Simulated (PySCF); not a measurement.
Magnetic susceptibility: `[CH3][Ge@H]([F])[SiH3]`, CH7FGeSi

Geometry (Å), atoms numbered from 1 in this order:
```xyz
11

C    -1.677   -0.635    0.234
Ge   -0.339    0.756    0.007
F    -0.660    1.506   -1.549
Si    1.898   -0.060   -0.133
H    -1.530   -1.140    1.201
H    -2.686   -0.199    0.212
H    -1.590   -1.379   -0.570
H    -0.513    1.885    1.046
H     2.248   -0.757    1.143
H     1.997   -1.035   -1.260
H     2.858    1.061   -0.359
```

Level of theory: GIAO BLYP/6-311G** magnetisability, rotational g tensor and spin-rotation constants, non-relativistic, gas phase in PySCF. Geometry: PBE0-D3(BJ)/def2-SVP.

The calculation is non-relativistic, which matters for the atoms heavier than Zn.

What are the magnetisability and the molar susceptibility?

Isotropic -1102 × 10⁻³⁰ J/T², or -66.4 × 10⁻⁶ cm³/mol; principal values -1174, -1078, -1055 × 10⁻³⁰ J/T², anisotropy 110 × 10⁻³⁰ J/T² (root of half the summed squared differences of the principal values). The susceptibility is in cgs units.

Split it along the inertial axes a, b, c into diamagnetic and paramagnetic parts about the centre of mass, with the quadrupole moment.


| axis | χ (10⁻⁶ cm³/mol) | diamagnetic (10⁻⁶ cm³/mol) | paramagnetic (10⁻⁶ cm³/mol) | summed x² of all electrons (Å²) | quadrupole Θ (D Å) |
| --- | --- | --- | --- | --- | --- |
| a | -65.2 | -340.7 | 275.5 | 115.4 | +0.69 |
| b | -68.8 | -595.8 | 527.0 | 55.2 | -1.82 |
| c | -65.2 | -723.7 | 658.6 | 25.1 | +1.12 |

Anisotropies 2χaa − χbb − χcc = +3.5 and 2χbb − χaa − χcc = -7.2 × 10⁻⁶ cm³/mol. Θ is traceless in Buckingham's convention.

And the rotational g tensor?


| axis | rotational constant (GHz) | g | nuclear part | electronic part |
| --- | --- | --- | --- | --- |
| a | 4.9020 | -0.0400 | 0.5944 | -0.6344 |
| b | 2.4163 | -0.0140 | 0.5843 | -0.5983 |
| c | 1.9008 | -0.0158 | 0.5723 | -0.5881 |

Asymmetric top; isotopes 12C, 19F, 74Ge, 1H, 28Si; no vibrational averaging.
